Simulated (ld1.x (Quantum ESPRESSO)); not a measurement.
**tungsten (W): from the effect back to the setting (TM)**

Base potential:

tungsten (W), norm-conserving Troullier–Martins (Kleinman–Bylander form), made with ld1.x (Quantum ESPRESSO) 7.5 (LDA (PZ), fully relativistic). Core [Kr] 4d10 4f14, reference 5s2 5p6 5d4 6s0 6p0 (charge +2). Waves: 5p (bound): rc 1.35 bohr; 5d (bound): rc 2.15 bohr; 5s (bound): rc 1.55 bohr. Local part: the s channel. Core correction: none.

Open shells are filled in proportion to 2j + 1 (rel_dist='average').

Cutoffs, loose and tight: the cutoffs (Ry, on a coarse ladder) from which the occupation-weighted sum of valence levels, in a spherical-Bessel basis at the reference potential, stays within 10 and 1 mRy of its value at 400 Ry. They do not see the model core or the augmentation charge, which bear on the density cutoff. Test errors are all-electron minus pseudo excitation energies from the reference, over the configurations 5s2 5p6 5d4 6s2 6p0; 5s2 5p6 5d4 6s1 6p0; 5s2 5p6 5d3 6s0 6p0; 5s2 5p6 5d5 6s1 6p0; 5s2 5p6 5d4 6s1.5 6p0; 5s2 5p6 5d4.5 6s1.5 6p0; 5s2 5p6 5d4 6s1 6p1; variants that change the core or the reference have their own tests.

Only the scale of all radii (base = 1) is moved:

```tsv
scale of all radii (base = 1)	bound ghosts	largest test error (meV)	median size of the test errors
0.77	not determined	+246	173.7 meV
0.88	not determined	+642	394.8 meV
0.97	not determined	+1404	854.2 meV
1.07	none	+2828	1715.5 meV
1.26	none	+7134	4259.2 meV
1.35	s (extra level of the local part)	+9248	5478.2 meV
```

One more run gave bound ghosts: none; largest test error (meV): +5061; median size of the test errors: 3047.7 meV. Which value of the scale of all radii (base = 1) was used?

1.17. The median size of the test errors moves one way along this sweep, from 173.7 meV at 0.77 to 5478.2 meV at 1.35, which places the run between 1.07 and 1.26.
